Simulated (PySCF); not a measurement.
# Excitation energies in several basis sets

Compound: C₃H₈O₂Si.
SMILES with atom numbers: `[CH3:1][O:2][CH2:3][SiH2:4][CH:5]=[O:6]` (hydrogens: H7, H8, H9 on C1; H10, H11 on C3; H12, H13 on Si4; H14 on C5)

Cartesian coordinates in Å at the PBE0-D3(BJ)/def2-SVP level; atoms count from 1:
```
atom  x, y, z in Å
C1    -2.6113    0.2587    0.4577
O2    -1.3896   -0.3417    0.7638
C3    -0.3585    0.0262   -0.1065
Si4    1.2283   -0.8522    0.4156
C5     2.5728   -0.2866   -0.8514
O6     2.2842    0.4470   -1.7668
H7    -3.3538   -0.0950    1.1864
H8    -2.9577   -0.0084   -0.5603
H9    -2.5544    1.3638    0.5177
H10   -0.1794    1.1224   -0.1046
H11   -0.5856   -0.2372   -1.1610
H12    1.1012   -2.3397    0.3467
H13    1.6637   -0.4717    1.7934
H14    3.6354   -0.6450   -0.7392
```

TDDFT with PBE0 (PySCF), vertical singlets, core orbitals frozen in the response, spherical d and f functions. The structure is a single PBE0-D3(BJ)/def2-SVP conformer in the gas phase; no vibrational or solvent corrections.

Problem. How do the low singlets change with the basis? Take 6-31G*, 6-31+G*, def2-SVP, def2-SVPD, aug-cc-pVDZ and def2-TZVP.

Solution. 

| basis | functions | diffuse | S1 (eV) | S2 (eV) | S3 (eV) | S4 (eV) | S5 (eV) | LUMO (eV) | α (au) |
| --- | --- | --- | --- | --- | --- | --- | --- | --- | --- |
| 6-31G* | 104 | no | 3.31 | 5.34 | 6.23 | 6.56 | 6.93 | -1.20 | 60.6 |
| 6-31+G* | 128 | yes | 3.27 | 5.25 | 6.05 | 6.07 | 6.10 | -1.59 | 68.2 |
| def2-SVP | 128 | no | 3.26 | 5.31 | 6.15 | 6.67 | 6.92 | -1.37 | 63.6 |
| def2-SVPD | 194 | yes | 3.23 | 5.24 | 6.01 | 6.30 | 6.37 | -1.66 | 74.0 |
| aug-cc-pVDZ | 214 | yes | 3.23 | 5.23 | 5.92 | 5.98 | 6.03 | -1.61 | 75.8 |
| def2-TZVP | 240 | no | 3.22 | 5.26 | 6.03 | 6.25 | 6.59 | -1.57 | 71.2 |

States are compared by their number. Against the largest diffuse basis here (aug-cc-pVDZ, itself not a converged limit), sets without diffuse functions differ by up to 0.09 eV in S1 and 0.90 eV in S5; the smaller diffuse sets differ by up to 0.05 and 0.34 eV. State by state, the largest deviation of a set without diffuse functions is S1 0.09, S2 0.11, S3 0.31, S4 0.69, S5 0.90 eV. The same number needn't mean the same state in each row. Against aug-cc-pVDZ the polarisability deviates by -20% in 6-31G*, -10% in 6-31+G*, -16% in def2-SVP, -2% in def2-SVPD, -6% in def2-TZVP. A single + in a Pople set puts diffuse functions on heavy atoms only.
